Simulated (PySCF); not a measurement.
**Question.** What does the GFN2-xTB structure of `[SiH3][SiH2][SiH]([SiH3])[SiH3]` look like in three dimensions?

**Answer.** 
```
atom  x, y, z in Å
Si1   -2.957   -1.309   -0.141
Si2   -0.730   -1.345    0.480
Si3    0.670    0.297   -0.425
Si4    2.935   -0.239   -0.396
Si5    0.233    2.405    0.458
H6    -3.402    0.067   -0.383
H7    -3.195   -2.049   -1.383
H8    -3.876   -1.871    0.853
H9    -0.632   -1.247    1.948
H10   -0.166   -2.678    0.207
H11    0.289    0.374   -1.858
H12    3.245   -1.457   -1.149
H13    3.796    0.810   -0.948
H14    3.393   -0.468    0.977
H15    1.337    3.347    0.259
H16   -0.955    3.042   -0.113
H17    0.008    2.332    1.904
```

Orientation and origin are arbitrary. Atoms count from 1 in this order. Si1 (SiH3 silicon) is distorted tetrahedral (angles from 106.3° to 114.6°). Si2 (SiH2 silicon) is distorted tetrahedral (angles from 102.7° to 117.5°). Si3 (SiH silicon) is distorted tetrahedral (angles from 104.9° to 114.5°). The Si–Si distances run from 2.313 Å (Si1–Si2, drawn single) to 2.340 Å (Si2–Si3, drawn single), a spread of 0.027 Å.

Bonds between heavy atoms (Å): Si1–Si2 2.313, Si2–Si3 2.340, Si3–Si4 2.328, Si3–Si5 2.326.

Structure optimised with GFN2-xTB, isolated species.

Point group: C1 (no symmetry element, even within 0.4 Å). No frequency check. The numbers are those of one conformer (Si1–Si2–Si3–Si4 -159°).

These are computed values.
